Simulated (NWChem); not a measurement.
System: KF; SMILES [K][F]

Here is an NWChem input.

```
start job
memory heap 200 mb stack 900 mb global 1100 mb
geometry units angstroms noautosym nocenter noautoz
  K      0.000000     0.000000    -0.708440
  F      0.000000     0.000000     1.430582
end
basis spherical
  K library def2-svp
  F library def2-svp
end
dft
  xc pbe0
  iterations 150
end
tddft
  cis
  nroots 6
  notriplet
end
task tddft energy
```

Structure relaxed at the PBE0/def2-SVP level.

Vertical excitations in the gas phase.

Problem. Give the results of this calculation. (PBE0/def2-SVP, TDA.) Quantities: basis functions; lowest excitation, singlet (eV); lowest state with f > 0.02, singlet (eV); orbital gap (eV).

Solution. 
```
Property                                  Value
----------------------------------------  -----
number of basis functions                    38
lowest excitation, singlet (eV)            3.69
lowest state with f > 0.02, singlet (eV)   3.71
orbital gap (eV)                           4.62
```
